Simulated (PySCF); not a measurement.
Rigid-rotor lines calculated for a species of formula C5H12O3Sn (commonest isotopes; PBE0-D3(BJ)/def2-SVP geometry optimisation, gas phase, def2 core potentials past Kr (PySCF 2.14.0)), labelled J(Ka,Kc):

| transition | MHz |
| --- | --- |
| 2(1,2) ← 1(1,1) | 3497.8 |
| 1(1,1) ← 0(0,0) | 1993.2 |
| 2(0,2) ← 1(0,1) | 3526.9 |
| 1(0,1) ← 0(0,0) | 1765.0 |
| 2(1,1) ← 1(1,0) | 3562.3 |

Problem. Find the rotational constants.

Solution. 1(0,1) ← 0(0,0) is B + C, 2(1,1) ← 1(1,0) is 3B + C and 2(1,2) ← 1(1,1) is B + 3C, so B − C is half the difference of the last two, 32.2 MHz. 1(1,1) ← 0(0,0) is A + C. A = 1126.8, B = 898.6, C = 866.4 MHz.

Problem. What moments of inertia, asymmetry and inertial defect follow?

Solution. I = 505379 MHz·u·Å² over each constant: Ia = 448.52, Ib = 562.39, Ic = 583.31 u·Å²; κ = (2B − A − C)/(A − C) = -0.752 (asymmetric top); Δ = Ic − Ia − Ib = -427.59 u·Å².

Problem. Which dipole components do these lines need?

Solution. μa and μb (a-type: ΔKa even, ΔKc odd; b-type: both odd). The calculation gives |μa| = 1.19 D, |μb| = 0.70 D, |μc| = 0.47 D.

Problem. Predict further lines from these constants: 2(2,1) ← 1(1,1); 3(2,1) ← 2(1,1); 2(2,0) ← 1(1,0); 3(1,3) ← 2(0,2); 3(2,2) ← 2(2,1); 3(2,2) ← 2(1,1); 2(1,1) ← 1(0,1); 2(2,0) ← 1(1,1).

Solution. 
```json
{"transition": "2(1,1) ← 1(0,1)", "MHz": "3823", "type": "c", "branch": "R"}
{"transition": "2(2,0) ← 1(1,0)", "MHz": "4250", "type": "c", "branch": "R"}
{"transition": "2(2,1) ← 1(1,1)", "MHz": "4279", "type": "c", "branch": "R"}
{"transition": "2(2,0) ← 1(1,1)", "MHz": "4282", "type": "b", "branch": "R"}
{"transition": "3(2,2) ← 2(2,1)", "MHz": "5295", "type": "a", "branch": "R"}
{"transition": "3(1,3) ← 2(0,2)", "MHz": "5444", "type": "b", "branch": "R"}
{"transition": "3(2,2) ← 2(1,1)", "MHz": "5979", "type": "b", "branch": "R"}
{"transition": "3(2,1) ← 2(1,1)", "MHz": "5995", "type": "c", "branch": "R"}
```

Problem. Which structure gave them?

Solution. `C=[CH][Sn]([O]C)([O]C)[O]C` (Sn(vinyl)(OMe)3), point group C1. Three constants can't fix a structure by themselves; this is the one that was computed:
```xyz
21
C5H12O3Sn angstrom
Sn    -0.214   -0.151    0.497
C      0.115   -0.091    2.581
C      1.342   -0.336    3.047
H     -0.720    0.131    3.254
H      2.179   -0.563    2.379
H      1.556   -0.321    4.122
O      1.591   -0.449   -0.263
C      1.750   -0.919   -1.573
H      1.117   -1.799   -1.793
H      2.801   -1.221   -1.716
H      1.522   -0.146   -2.332
O     -1.003    1.443   -0.380
C     -0.258    2.618   -0.545
H      0.022    3.091    0.416
H     -0.872    3.346   -1.102
H      0.675    2.460   -1.119
O     -1.386   -1.599   -0.142
C     -2.384   -1.399   -1.110
H     -3.367   -1.203   -0.643
H     -2.479   -2.317   -1.716
H     -2.173   -0.558   -1.793
```

The values belong to one conformer (point group C1). PBE0-D3(BJ)/def2-SVP frequencies: not computed here. No vibrational averaging or centrifugal distortion is included, and the geometry carries the error of its method. A rigid rotor knows nothing of internal rotation, which can split or shift real lines.

Time: 7.4 min wall; peak memory 0.96 GiB. Hardware: Arm Neoverse V1, one thread (shared host). This is the geometry optimisation.
